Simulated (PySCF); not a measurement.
Gallium: a sound run and one with changed settings

Sound run: Ga⁺ [Ar] 3d10 4s2, Ga²⁺ [Ar] 3d10 4s1. All numbers are calculated (PySCF 2.14, the non-relativistic Hamiltonian (point nucleus), in def2-SVP (5s4p3d, 32 functions)). In the sound run the correlated levels freeze [Ar] 3d10. The sound run starts from symmetry-adapted Hartree-Fock orbitals and uses a fine grid where one is needed.

A second run was set up differently.

```
species   method  sound run (hartree)  changed run (hartree)  converged
    Ga⁺      UHF          -1922.77019            -1900.61973        yes
    Ga⁺     MN15          -1924.61562            -1899.63432        yes
    Ga⁺     PBE0          -1924.08405            -1901.57908        yes
    Ga⁺      MP2          -1922.79468            -1900.64155        yes
    Ga⁺  CCSD(T)          -1922.80665            -1900.65720        yes
   Ga²⁺      UHF          -1922.09180            -1900.00347        yes
   Ga²⁺     MN15          -1923.87759            -1898.98621        yes
   Ga²⁺     PBE0          -1923.34377            -1900.91574        yes
```

Ionisation energy of Ga⁺:

```json
{"method": "UHF", "sound run (eV)": "18.460", "changed run (eV)": "16.769"}
{"method": "MN15", "sound run (eV)": "20.083", "changed run (eV)": "17.636"}
{"method": "PBE0", "sound run (eV)": "20.144", "changed run (eV)": "18.050"}
{"method": "MP2", "sound run (eV)": "19.126", "changed run (eV)": "17.363"}
{"method": "SCS-MP2", "sound run (eV)": "19.260", "changed run (eV)": "17.482"}
{"method": "CCSD", "sound run (eV)": "19.452", "changed run (eV)": "17.789"}
{"method": "CCSD(T)", "sound run (eV)": "19.452", "changed run (eV)": "17.789"}
{"method": "CCSDT", "sound run (eV)": "19.452", "changed run (eV)": "17.789"}
{"method": "FCI", "sound run (eV)": "19.452", "changed run (eV)": "17.789"}
```

**Question.** What was changed?
A. angular grid far too coarse
B. minimal basis
C. too few SCF iterations
D. basis contracted for another Hamiltonian

**Answer.** B. It used basis STO-3G. A minimal basis cannot let orbitals breathe on ionisation and holds almost no correlation.
